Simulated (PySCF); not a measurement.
Ionisation energy of Bi⁺ by level of theory

Bi⁺ [Xe] 4f14 5d10 6s2 6p2 (3P) → Bi²⁺ [Xe] 4f14 5d10 6s2 6p1 (2P), as a difference of total energies. Computed with PySCF 2.14 in x2c-TZVPPall with one added diffuse shell each of s, p, d, f type (12s8p7d4f, 99 functions), with scalar relativity by spin-free X2C-1e. Correlated levels: valence: [Xe] 4f14 5d10 frozen; valence and next inner shell: [Kr] 4d10 4f14 frozen. The calculations carry no spin-orbit coupling.

Q: Order these methods by the ionisation energy they give, lowest first.
A. B2PLYP
B. PBE0
C. MP2 (valence and next inner shell)
D. SCS-MP2 (valence)

A: D (15.555 eV), A (15.723 eV), C (15.809 eV), B (15.875 eV).

Spin-orbit coupling is strong in these open shells (close to jj coupling). The scalar numbers leave it out and a first-order estimate fails, so it can dominate the gap to the real levels.

Errors of the correlated levels include the incompleteness of this basis and the frozen core.

For comparison: 16.703 eV (measured; NIST Atomic Spectra Database, ionization energies).
